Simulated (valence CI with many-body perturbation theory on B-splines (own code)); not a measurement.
# Rh21+: magnetic and hyperfine properties of the levels

Calculated by valence CI with perturbative core correlation (CI+MBPT): six valence electrons over a frozen Dirac-Fock core [Ar], a basis of 7 s, 7 p, 8 d, 6 f, 4 g, 1 h functions for each j, with the one-electron correlation potential Σ1, the two-electron term Σ2, the three-electron term Σ3, Breit, model QED; selected CI, second order for the rest, scaled by the run's own slope (own B-spline code, finite nucleus).

No measured spectrum was set against this ion. As an estimate, terms of the open shell hold to 2 to 4 % of their energy, and close levels can change places. Core correlation moves these levels by up to 10000 cm⁻¹, and in measured spectra 5 to 20 % of such shifts remained as error; rates that hang on mixing are uncertain with them. Among the levels kept, up to 890 cm⁻¹ of a level comes from second order outside the variational space, and about a tenth of that is noise between levels of different J, which matters for small intervals. Only levels of the ground parity were solved; by the run's estimate the other parity begins above the list, which can be wrong where configurations are misplaced.

A/g_I is the dipole constant over the nuclear g factor μ/I (μ in nuclear magnetons, uniformly magnetised nucleus), B/Q the quadrupole constant per barn. Both hold the static response of the core; the bare values leave it out. Large factors of s and p1/2 electrons are usually good to 5 to 10 %; those of open d and f shells near neutrality can be off by tens of per cent, and small factors of p3/2, d and f electrons come from cancelling terms and can be off by a factor of two or in sign, in half-filled shells by more. B is blank for J = 1/2, where it vanishes, and for nearly pure S terms. Energies count from the lowest level. Levels with J = 0 are left out.

Names give the largest LS component (configuration and term), which can be under half, so a name can repeat, a term be missing and a line seem to break the LS rules; names also repeat where a configuration has a term twice. Letters in brackets count levels of one name in rising energy.

| Level | E (cm⁻¹) | g | A/g_I (MHz) | A/g_I bare | B/Q (MHz/b) | B/Q bare |
| --- | --- | --- | --- | --- | --- | --- |
| 3d⁶ ⁵D_4 | 0 | 1.458 | 4330 | 4740 | 11100 | 11300 |
| 3d⁶ ⁵D_3 | 25101 | 1.475 | 2820 | 3250 | 2400 | 2460 |
| 3d⁶ ⁵D_2 | 25317 | 1.463 | 3870 | 4290 | -2620 | -2680 |
| 3d⁶ ⁵D_1 | 38365 | 1.476 | 3270 | 3700 | -3740 | -3830 |
| 3d⁶ ³H_4 [a] | 71182 | 1.055 | 6520 | 6610 | 6080 | 6220 |
| 3d⁶ ³H_6 | 85751 | 1.141 | 7550 | 7710 | -6970 | -7140 |
| 3d⁶ ³H_5 | 86768 | 1.106 | 7060 | 7190 | 2970 | 3040 |
| 3d⁶ ³P_2 [a] | 86979 | 1.434 | 1960 | 2360 | -2960 | -3030 |
| 3d⁶ ³F_3 [a] | 101720 | 1.001 | 8610 | 8660 | 5530 | 5650 |
| 3d⁶ ³F_2 [a] | 104920 | 0.776 | 10800 | 10700 | -2950 | -3020 |
| 3d⁶ ³H_4 [b] | 116330 | 1.002 | 7700 | 7750 | -1250 | -1270 |
| 3d⁶ ³G_5 | 129810 | 1.122 | 7690 | 7830 | -5690 | -5830 |
| 3d⁶ ³G_4 | 132110 | 1.061 | 8740 | 8830 | -503 | -517 |
| 3d⁶ ³D_1 | 132570 | 0.949 | 7260 | 7260 | 1690 | 1740 |
| 3d⁶ ³D_2 | 137310 | 1.151 | 7010 | 7180 | 5840 | 5990 |
| 3d⁶ ³G_3 | 143400 | 0.966 | 8240 | 8260 | -4510 | -4620 |
| 3d⁶ ³D_3 | 146280 | 1.204 | 6770 | 6980 | 79.1 | 83.5 |
| 3d⁶ ¹I_6 | 149320 | 1.020 | 8610 | 8680 | -10800 | -11100 |
| 3d⁶ ³P_1 [a] | 156420 | 1.095 | 5840 | 5970 | 1020 | 1050 |
| 3d⁶ ¹G_4 [a] | 174430 | 1.017 | 8970 | 9020 | 3690 | 3800 |
| 3d⁶ ¹F_3 | 177660 | 1.019 | 8780 | 8840 | -12000 | -12300 |
| 3d⁶ ¹D_2 [a] | 182400 | 1.033 | 8080 | 8150 | -3990 | -4100 |
| 3d⁶ ³P_1 [b] | 210050 | 1.470 | 1810 | 2230 | -1080 | -1110 |
| 3d⁶ ³F_4 | 223030 | 1.206 | 6750 | 6950 | -15100 | -15500 |
| 3d⁶ ³F_2 [b] | 226760 | 0.697 | 12500 | 12300 | -7610 | -7790 |
| 3d⁶ ³F_3 [b] | 249400 | 1.067 | 7960 | 8060 | -12700 | -13000 |
| 3d⁶ ³P_2 [b] | 249910 | 1.425 | 4600 | 4980 | -9180 | -9410 |
| 3d⁶ ¹G_4 [b] | 257890 | 1.032 | 7920 | 7990 | -6710 | -6870 |
| 3d⁶ ¹D_2 [b] | 324990 | 0.999 | 8810 | 8860 | 13500 | 13900 |

Q: Take the isotope of mass number 103, with I = 1/2, μ = -0.08829 μN. What is the hyperfine structure of 3d⁶ ⁵D_4?

A: From the table A = -764 MHz. Shifts from the centre of gravity in MHz: F = 7/2: 1910, F = 9/2: -1530.
